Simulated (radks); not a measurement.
The numbers below are computed, except where a source is named.
The hafnium anion Hf- inside a hard spherical wall (all orbitals vanish at R), configuration held at [Xe] 4f14 5d3 6s2 and not refilled when levels cross. Code: a radial shooting solver on a logarithmic mesh with Libxc functionals. Model: scalar-relativistic Kohn-Sham, PBE, spin-unpolarised, spherical densities, finite nucleus; Fermi nuclear charge, rms radius 5.347 fm. Eigenvalues in eV, with the zero of energy where the potential of the charges vanishes at infinity; a dash marks a level that is unbound or too diffuse for the functional's potential to be trusted. A positive occupied level is held by the wall or, in an anion where self-interaction has pushed it up, behind a barrier. The pressure on the wall is -dE/dV.

R (bohr)  E (hartree)  kinetic (hartree)    e(5p)    e(4f)   e(6s)  e(6p, empty)   e(5d)  e(7s, empty)  pressure (GPa)
15        -15076.1556          16513.158  -29.941  -11.178  -0.410         2.232   2.383         2.742          0.0116
12        -15076.1505          16513.164  -29.443  -10.675  -0.078         2.709   2.799         4.006          0.0449
5         -15075.7200          16514.632  -21.013   -1.946   7.488        13.789  10.399        33.823            36.0
4         -15075.0229          16516.817  -15.449    4.159  16.059        25.818  16.558        62.895             173
3.5       -15074.1772          16519.569  -10.931    9.339  25.294        38.285  22.181        91.306             451
2.5       -15067.9445          16540.785   10.288   33.503  80.968        106.88  50.529        234.37            5250
1.5       -15006.2401          16732.121   143.95   144.24  441.65        501.96  219.16        963.10          197000
